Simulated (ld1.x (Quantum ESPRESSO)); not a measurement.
Br (Z = 35): one change to a TM semilocal potential, before and after

* Element: Br
* Generator: ld1.x (Quantum ESPRESSO) 7.5
* Type: norm-conserving Troullier–Martins (semilocal form)
* Functional: LDA (PZ)
* Relativity: scalar-relativistic
* Frozen core: [Ar]
* Valence charge: 17
* Reference configuration: 3d10 4s2 4p4 (charge +1)
* Partial waves: 4s (bound): rc 1.50 bohr; 3d (bound): rc 0.90 bohr; 4p (bound): rc 1.60 bohr
* Local potential: the p channel
* Core correction: a·sin(br)/r model core inside 0.75 bohr

Change: wave 4s (bound): rc 1.50 bohr becomes 4s (bound): rc 1.18 bohr.

Cutoffs: the cutoffs (Ry, on a coarse ladder) from which the occupation-weighted sum of valence levels, in a spherical-Bessel basis at the reference potential, stays within 10 and 1 mRy of its value at 400 Ry; they do not see the model core or the augmentation charge, which bear on the density cutoff. Errors are all-electron minus pseudo energies relative to the spin-unpolarised reference configuration.

Task: What does the change do?

Result: Of the 9 tests that both files solve, the error grows in 2 and shrinks in 0 by more than 15 % and 0.3 meV (median size 6.7 → 6.9 meV); the range in which the s phases agree narrows (upper end 4.5 → 3.3); neither file shows a bound ghost. A semilocal file is local in each channel, so a ghost entry of none says nothing of the separable form that plane-wave codes build from it.

| quantity | base | changed |
| --- | --- | --- |
| bound ghosts | none | none |
| error for 3d10 4s2 4p5, meV [ΔE -12.71 eV] | +4.7 | +4.8 |
| error for 3d10 4s2 4p3, meV [ΔE 22.94 eV] | +0.3 | +0.6 |
| error for 3d10 4s2 4p2, meV [ΔE 57.16 eV] | +11 | +13 |
| error for 3d9 4s2 4p6, meV [ΔE 51.76 eV] | -924 | -872 |
| error for 3d9 4s2 4p5, meV [ΔE 66.03 eV] | -824 | -757 |
| error for 3d10 4s1 4p6, meV [ΔE -0.29 eV] | -0.2 | -1.6 |
| error for 3d10 4s2 4p4.5, meV [ΔE -7.56 eV] | +2.1 | +2.1 |
| error for 3d10 4s2 4p4 (spin-polarised), meV [ΔE -0.71 eV] | +9.7 | +9.9 |
| error for 3d10 4s2 4p5 (spin-polarised), meV [ΔE -12.86 eV] | +6.7 | +6.9 |
| s: phases at 1.76 bohr within 0.05 rad from the reference energy up to (Ry; the scan ends near 5) | 4.5 | 3.3 |
| p: phases at 1.76 bohr within 0.05 rad from the reference energy up to (Ry; the scan ends near 5) | to the end of the scan | to the end of the scan |
| d: phases at 1.76 bohr within 0.05 rad from the reference energy up to (Ry; the scan ends near 5) | 0.2 | 0.2 |
